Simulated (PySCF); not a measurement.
Species: (MgSe)2 ring, Mg₂Se₂.
Cartesian coordinates in Å at the PBE0-D3(BJ)/def2-SVP level; atoms count from 1:
```
atom  x, y, z in Å
Mg1    0.4615    0.4096   -1.2086
Se2   -1.5550    1.3305   -0.1443
Mg3   -0.4617   -0.4098    1.2085
Se4    1.5553   -1.3303    0.1444
```

The closed-shell ground state was solved at several levels (PySCF, density fitting, gas phase). The calculation is non-relativistic and has no spin–orbit coupling, an omission that weighs most on selenium. The dipole stays under 0.02 D at every level.

```tsv
level	basis functions	HOMO (eV)	LUMO (eV)	gap (eV)
KT2/pcSseg-1	114	-4.75	-3.26	1.49
wB97X-D/def2-SVPD	124	-7.62	-1.21	6.41
```

What might PBE0/pcSseg-1 (114 basis functions) give for the same quantities?

HOMO -5.73 eV, LUMO -2.59 eV, gap 3.14 eV.

Over all these levels, which gives the widest orbital gap and which the narrowest?

wB97X-D/def2-SVPD (range-separated hybrid) has the widest, 6.41 eV, and KT2/pcSseg-1 (GGA) the narrowest, 1.49 eV. Functional and basis both differ between the two, so the spread mixes both effects.
